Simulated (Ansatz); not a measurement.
SnHMe2Et (C₄H₁₂Sn). Total charge 0; singlet. Geometry r2SCAN-D4/def2-SVP.

```xyz
17

Sn    0.229   -0.248   -0.721
H     0.090    0.583   -2.231
C     2.142    0.220    0.174
H     2.962   -0.095   -0.488
H     2.246   -0.305    1.136
H     2.232    1.302    0.352
C     0.090   -2.379   -1.060
H    -0.876   -2.635   -1.519
H     0.179   -2.918   -0.105
H     0.896   -2.714   -1.729
C    -1.360    0.411    0.608
C    -1.317    1.907    0.915
H    -1.276   -0.185    1.533
H    -2.321    0.130    0.143
H    -2.132    2.210    1.595
H    -0.369    2.199    1.397
H    -1.416    2.516    0.000
```

In the def2 sets Sn takes a core potential; there is no spin–orbit coupling.

(1) Estimate the orbital energies around the gap (eV) in Ansatz with HF/def2-TZVP, PBE-D4/def2-SVP, r2SCAN-D4/def2-TZVP, PBE0-D4/def2-SVP, PBE0-D4/def2-TZVPD.

## Answers

(1) 
| orbital | HF/def2-TZVP | PBE-D4/def2-SVP | r2SCAN-D4/def2-TZVP | PBE0-D4/def2-SVP | PBE0-D4/def2-TZVPD |
| --- | --- | --- | --- | --- | --- |
| HOMO−9 | -15.21 | -9.81 | -10.29 | -11.39 | -11.45 |
| HOMO−8 | -14.99 | -9.57 | -10.06 | -11.15 | -11.21 |
| HOMO−7 | -14.87 | -9.48 | -9.96 | -11.05 | -11.11 |
| HOMO−6 | -14.72 | -9.32 | -9.81 | -10.89 | -10.96 |
| HOMO−5 | -14.67 | -9.28 | -9.78 | -10.85 | -10.92 |
| HOMO−4 | -13.88 | -8.80 | -9.22 | -10.31 | -10.34 |
| HOMO−3 | -13.25 | -8.12 | -8.55 | -9.60 | -9.67 |
| HOMO−2 | -11.08 | -6.85 | -7.23 | -8.11 | -8.16 |
| HOMO−1 | -10.55 | -6.57 | -6.87 | -7.79 | -7.81 |
| HOMO | -10.03 | -6.13 | -6.41 | -7.32 | -7.35 |
| LUMO | 2.90 | 0.35 | 0.40 | 1.24 | 0.07 |
| LUMO+1 | 3.00 | 0.57 | 0.54 | 1.36 | 0.38 |
| LUMO+2 | 3.27 | 0.72 | 0.69 | 1.50 | 0.53 |
| LUMO+3 | 3.66 | 1.28 | 1.23 | 2.26 | 0.84 |
| LUMO+4 | 5.13 | 1.75 | 1.94 | 2.60 | 1.35 |
| LUMO+5 | 5.18 | 2.30 | 2.23 | 3.20 | 1.49 |
